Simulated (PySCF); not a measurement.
Orbital energies and ionisation energy

Compound: C9H11N.
Cartesian coordinates in Å at the PBE0-D3(BJ)/def2-SVP level; atoms count from 1:
```
atom  x, y, z in Å
C1    -2.375    2.222   -0.152
C2    -1.704    1.222   -0.031
C3    -0.974   -0.042    0.136
C4    -1.521   -1.056   -0.879
C5    -1.184   -0.539    1.574
N6     0.459    0.173   -0.106
C7     1.407   -0.817   -0.038
C8     2.637   -0.260   -0.318
C9     2.424    1.122   -0.564
C10    1.073    1.356   -0.426
H11   -2.960    3.117   -0.261
H12   -1.021   -2.027   -0.757
H13   -1.348   -0.697   -1.903
H14   -2.601   -1.197   -0.729
H15   -0.772    0.185    2.290
H16   -0.678   -1.504    1.721
H17   -2.256   -0.671    1.778
H18    1.141   -1.843    0.204
H19    3.584   -0.795   -0.341
H20    3.175    1.868   -0.816
H21    0.493    2.268   -0.529
```

Level: B3LYP/def2-SVPD (PySCF). Frontier orbitals with their largest atomic shares (Löwdin; up to four atoms above 4 %):

| orbital | ε (eV) | main atoms |
| --- | --- | --- |
| HOMO−3 | -8.10 | C1 41 %, C2 41 % |
| HOMO−2 | -7.96 | C1 41 %, C2 39 %, C3 5 %, H11 4 % |
| HOMO−1 | -6.53 | N6 26 %, C8 26 %, C9 23 %, C7 6 % |
| HOMO | -5.83 | ? |
| LUMO | 0.27 | C1 27 %, C2 23 %, H11 8 %, C4 5 % |
| LUMO+1 | 0.37 | C1 19 %, C2 15 %, C5 10 %, C4 10 % |
| LUMO+2 | 0.50 | C1 32 %, C2 26 %, H11 9 %, C3 4 % |

Q: What vertical ionisation energy does ΔSCF give, and how far is −ε(HOMO) from it?

A: ΔSCF: 7.93 eV (765 kJ/mol; threshold wavelength 156 nm); ⟨S²⟩ of the doublet left behind is 0.761, against 0.75 for a pure doublet. −ε(HOMO) is 5.83 eV, 2.10 eV below it. In exact Kohn–Sham theory the two would be equal; B3LYP (global hybrid, 20 % exact exchange) falls short of its own ΔSCF value by 26 %. Holes in the HOMO−1 and HOMO−2 were tried too where these lie within 1.2 eV of the HOMO; the lowest converged state counts.

Q: On which atoms does the HOMO lie?

A: C7 (aromatic CH next to a ring nitrogen) 27 %, C10 (aromatic CH next to a ring nitrogen) 27 %, C9 (aromatic CH carbon) 16 %, C8 (aromatic CH carbon) 13 %, so no atom holds as much as 40 %. The HOMO−1 lies 0.70 eV lower.

Q: With α = 109.9 au, estimate the like-pair dispersion coefficient by London's formula C6 = (3/4)α²I.

A: I = 0.2913 Eh, so C6 ≈ 2640 au, a rough estimate.

Q: What total energies stand behind the ΔSCF value?

A: E(N) = -403.97655 Eh and E(N − 1) = -403.68530 Eh at the same geometry, 0.29125 Eh apart.

Q: Shift the occupied levels rigidly so that −ε(HOMO) equals the ΔSCF value. What binding energies result?

A: The shift is +2.10 eV: HOMO 7.93, HOMO−1 8.63, HOMO−2 10.06, HOMO−3 10.20 eV. A rigid shift is only a rough guide to the deeper ionisations.

Q: How many of the 10 lowest singlet excitations (vertical TDDFT, same level) lie below the ionisation energy?

A: All 10; they run from 5.33 to 6.40 eV.

Geometry: PBE0-D3(BJ)/def2-SVP, one conformer, isolated molecule.
